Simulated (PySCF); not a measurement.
Compound: C6H8F3P.
SMILES with atom numbers: `[CH2:1]=[CH:2][P:3]([CH:4]1[CH2:5][CH2:6]1)[C:7]([F:8])([F:9])[F:10]`

Structure used (GFN2-xTB), in Å, numbered top down from 1:
```xyz
18
C6H8F3P angstrom
C      2.0560   -1.3630    0.2330
C      1.9021   -0.0485    0.2493
P      0.2950    0.7868    0.4102
C     -0.7720   -0.3239   -0.5794
C     -1.7207   -1.2322    0.1554
C     -2.2529   -0.0534   -0.5844
C      0.6371    2.0055   -0.9993
F     -0.4379    2.7626   -1.2587
F      0.9776    1.4152   -2.1583
F      1.6408    2.8394   -0.6884
H      3.0319   -1.8177    0.1863
H      1.2148   -2.0358    0.2617
H      2.7573    0.6175    0.2558
H     -0.3174   -0.6999   -1.4915
H     -1.8865   -2.2188   -0.2506
H     -1.7270   -1.1989    1.2352
H     -2.6194    0.7845   -0.0097
H     -2.7877   -0.2131   -1.5078
```

Probes without a nucleus sit at each ring's centroid and 1 Å off its mean plane on both sides; NICS is minus the shielding there, NICSzz its component along the normal. Level: GIAO PBE0/pcSseg-1 (PySCF, non-relativistic, gas phase) on the GFN2-xTB geometry, one conformer.

Ring bond lengths (Å), with Mayer bond orders in brackets: C4–C5 1.505 (0.93), C5–C6 1.490 (0.99), C6–C4 1.505 (0.93).

Q: What do the NICS probes read (ppm)?

A: 
| ring | type | NICS(0) | NICS(1), two faces | NICS(1)zz, two faces | rms pucker (Å) | centre to ring atoms, mean (Å) |
| --- | --- | --- | --- | --- | --- | --- |
| C4–C5–C6 | 3-membered carbocycle; formal bonds all single | -43.9 | -8.3 / -8.7 | -23.4 / -22.4 | 0.00 | 0.87 |

Q: What do they say, and how far can they be read as aromaticity?

A: 
- C4–C5–C6: mean NICS(1)zz -22.9 ppm, shielded. C4, C5, C6 have four or more neighbours, so the value isn't read as a sign of a π ring current. NICS(0) lies 35 ppm below the mean NICS(1).

Q: How shielded are the nuclei of the rings and their hydrogens (means over atoms taken as equivalent)?

A: 
```json
{"atoms": "C4", "environment": "sp3 carbon bound to phosphorus", "σ isotropic (ppm)": "176.9"}
{"atoms": "C5 (×2)", "environment": "three-membered-ring carbon", "σ isotropic (ppm)": "182.2"}
{"atoms": "H14", "environment": "methine hydrogen", "σ isotropic (ppm)": "30.45"}
{"atoms": "H15 (×2)", "environment": "methylene hydrogen", "σ isotropic (ppm)": "30.76"}
{"atoms": "H16 (×2)", "environment": "methylene hydrogen", "σ isotropic (ppm)": "31.08"}
```
